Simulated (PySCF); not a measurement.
Computed properties of C₄H₆Ge, SMILES C#C[C](=C)[GeH3]

C₄H₆Ge, SMILES C#C[C](=C)[GeH3]. Coordinates come from a PBE0-D3(BJ)/def2-SVP optimisation. This is a generated structure with no PubChem entry under its InChIKey; it may be hypothetical. Other conformers were not sampled. All values are computed for the isolated molecule unless a solvent is named; none is compared with measurement here.

**Structure.** The optimised structure has Cs symmetry. All 27 harmonic modes at PBE0-D3(BJ)/def2-SVP (PySCF) are real, so it is a minimum. With heavy atoms numbered as in [CH:1]#[C:2][C:3](=[CH2:4])[GeH3:5], the shortest bond between them is C1–C2 at 1.215 Å and the longest C3–Ge5 at 1.960 Å.

**Vibrations.** The strongest infrared lines (harmonic, unscaled, degenerate partners summed) lie at 831 cm⁻¹ (195 km/mol, H 97 %), 2168 cm⁻¹ (110 km/mol, H 98 %), 2170 cm⁻¹ (95 km/mol, H 99 %). The softest mode is at 104 cm⁻¹ and the zero-point energy is 47.1 kcal/mol.

**Electronic structure.** CAM-B3LYP/def2-TZVP (PySCF) places the frontier levels at -8.46 and -0.08 eV, a gap of 8.38 eV, and gives a dipole moment of 0.41 D and a mean polarisability of 78.1 bohr³. PBE/def2-TZVP (PySCF) at the same geometry gives -6.20 and -2.14 eV, so its gap is 4.32 eV narrower. An orbital gap is neither the optical nor the fundamental gap.

**Excitations.** TDA-ωB97X/def2-SVPD (PySCF) has S1 at 5.28 eV (235 nm, f = 0.000, dark); the most intense of the 10 singlets computed lies at 7.65 eV (f = 0.47). T1 (TDA) is at 3.48 eV, 1.80 eV under S1. TDA-PBE/def2-SVPD (PySCF) puts S1 at 4.54 eV. No vertical singlet excitation falls in the visible range (under 3.1 eV).

**NMR.** GIAO shifts at PBE0/pcSseg-1 (PySCF) (non-relativistic, atoms alike by connectivity averaged): ¹³C from 87.6 to 151.7 ppm against TMS; ¹H from 3.8 to 6.7 ppm against TMS.
